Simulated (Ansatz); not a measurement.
Start from `[NH2][SbH][SiH3]` and change one element to get `[CH3][SbH][NH2]`.

Ansatz, PBE0-D4/def2-TZVP geometries, multiplicity 1. Each molecule was computed in one conformer, which needn't be the lowest.

Elements past krypton have def2 core potentials.

```
                                          property  `[NH2][SbH][SiH3]`
             LUMO energy (ωB97M-V/def2-TZVPP) / eV                0.76
    size of the dipole moment (PBE/def2-TZVPP) / D                0.90
                LUMO energy (PBE0/def2-TZVPP) / eV               -0.91
size of the dipole moment (ωB97M-V/def2-TZVPP) / D                0.99
           HOMO–LUMO gap (ωB97M-V/def2-TZVPP) / eV                9.66
              HOMO–LUMO gap (PBE0/def2-TZVPP) / eV                5.99
```

Question: What does the change do to each property? (Estimate.)

Answer: The calculation gave: 
```json
{"property": "LUMO energy (ωB97M-V/def2-TZVPP) / eV", "`[CH3][SbH][NH2]`": "1.22", "shift": "0.46"}
{"property": "size of the dipole moment (PBE/def2-TZVPP) / D", "`[CH3][SbH][NH2]`": "0.56", "shift": "-0.34"}
{"property": "LUMO energy (PBE0/def2-TZVPP) / eV", "`[CH3][SbH][NH2]`": "-0.36", "shift": "0.55"}
{"property": "size of the dipole moment (ωB97M-V/def2-TZVPP) / D", "`[CH3][SbH][NH2]`": "0.62", "shift": "-0.37"}
{"property": "HOMO–LUMO gap (ωB97M-V/def2-TZVPP) / eV", "`[CH3][SbH][NH2]`": "10.23", "shift": "0.57"}
{"property": "HOMO–LUMO gap (PBE0/def2-TZVPP) / eV", "`[CH3][SbH][NH2]`": "6.53", "shift": "0.54"}
```

Dipoles are sizes alone; their direction can turn.

Spin–orbit coupling is left out; it splits and shifts lone-pair levels of the heavy atoms by tenths of an eV.
